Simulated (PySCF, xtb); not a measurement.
B(vinyl)(OH)2 (C2H5BO2), SMILES C(=C)B(O)O.

Geometry optimised at B3LYP-D3(BJ)/def2-SVP. Other conformers were not sampled.

These are C-PCM-M06-2X/def2-SVP (PySCF) values and carry that method's errors.

The values are the electrostatic part of the solvation free energy, E(continuum) − E(gas) at the gas-phase geometry, in a cavity of scaled van der Waals radii (PySCF's table); cavitation and dispersion terms are not included. In vacuum the orbital gap is 9.44 eV. The dipole moment in vacuum is 1.30 D.

```tsv
solvent	ε	ΔG(elec) (kcal/mol)	dipole (D)	gap (eV)
water	78.36	-6.8	1.75	9.46
n-hexane	1.88	-3.1	1.48	9.45
diethylether	4.24	…	…	…
```

### Question
Some entries are withheld; supply them. (The exact figures need the calculation; the answer reports its results.)

### Answer

- diethylether, ΔG(elec) (kcal/mol): -5.2
- diethylether, dipole (D): 1.63
- diethylether, gap (eV): 9.46

For comparison, GFN2-xTB/ALPB(water) (xtb, at the GFN2-xTB geometry, all terms of that model) gives -7.8 kcal/mol.
